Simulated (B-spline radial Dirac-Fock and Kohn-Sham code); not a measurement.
# Widths and yields of inner-shell holes in Ca⁵⁺

System: Ca⁵⁺, configuration 1s2 2s2 2p6 3s2 3p3.

The run's input, task.json:

```json
{"items": [{
  "Z": 20,
  "q": 5,
  "cfg": [[1, 0, 2], [2, 0, 2], [2, 1, 6], [3, 0, 2], [3, 1, 3]],
  "A": 40,
  "rrms": 3.4776,
  "do": ["binding", "quiet", "decay"],
  "holes": ["K", "L1", "L2", "L3", "M1"]
}]}
```

Command: `python xray_run.py task.json out`

Level of theory: independent-particle rates on relativistic LDA orbitals of the hole state (multipoles up to L = 3, Coulomb Auger matrix elements, transition energies from Dirac-Fock); a radial atomic solver.

Partial widths are in eV. Coster-Kronig decay leaves a hole in the same principal shell; its rates are the weakest part of the model, often 1.5 to 2.5 times too large and more for N holes. Holes without an open Auger channel, or with an unreliable SCF state, are not listed.

```
 hole  radiative   Auger  Coster-Kronig   total  fluorescence yield  lifetime (fs)
   1s      0.123   0.619              0   0.742               0.166          0.887
   2s   0.000492   0.127              0   0.127             0.00387           5.18
2p3/2   5.82e-05  0.0831              0  0.0832            0.000700           7.91
```

Values without a named source are computed, but for edge energies of neutral atoms, which are taken from tables.
